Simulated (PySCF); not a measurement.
Compound: C₃H₄F₃S (charge -1).
SMILES: `C[C@@H]([S-])C(F)(F)F`

A PySCF run (density fitting, gas phase, GFN2-xTB geometry) gave HOMO 0.03 eV, LUMO 5.85 eV and E = -813.893 Eh.

**Question.** Which of these levels was it?
A. wB97X/def2-TZVP
B. PBE0/pcSseg-1
C. revPBE/pcseg-1
D. PBE/6-31G
E. PBE0/aug-cc-pVDZ

**Answer.** B. It is PBE0/pcSseg-1. All candidates on this geometry:

| level and settings | kind | basis functions | SCF cycles | E (Eh) | HOMO (eV) | LUMO (eV) |
| --- | --- | --- | --- | --- | --- | --- |
| PBE0/aug-cc-pVDZ, damping 0.3 at the start, DIIS from the seventh cycle, fitting basis def2-qzvpp-jkfit | global hybrid | 201 | 13 | -814.0124 | -0.50 | 2.91 |
| revPBE/pcseg-1 | GGA | 122 | 14 | -814.1949 | 1.07 | 5.09 |
| PBE/6-31G, fitting basis def2-qzvpp-jkfit | GGA | 75 | 11 | -813.7526 | 1.42 | 6.15 |
| PBE0/pcSseg-1 | global hybrid | 146 | 13 | -813.8927 | 0.03 | 5.85 |
| wB97X/def2-TZVP, energy threshold 1e-07 Eh, damping 0.2 at the start, DIIS from the seventh cycle | range-separated hybrid | 247 | 11 | -814.6008 | -2.47 | 7.37 |

The nearest other candidate, by the summed differences of HOMO and LUMO, is PBE/6-31G: its HOMO differs by +1.39 eV and its LUMO by +0.30 eV. Cycle counts include a coarse-grid stage where the run had one. The HOMO energy is positive at PBE/6-31G, PBE0/pcSseg-1 and revPBE/pcseg-1; such an orbital is held in place by the finite basis.

The values belong to the conformer `[CH3:1][C@@H:2]([S-:3])[C:4]([F:5])([F:6])[F:7]`: C1–C2–C4–F5 177°.
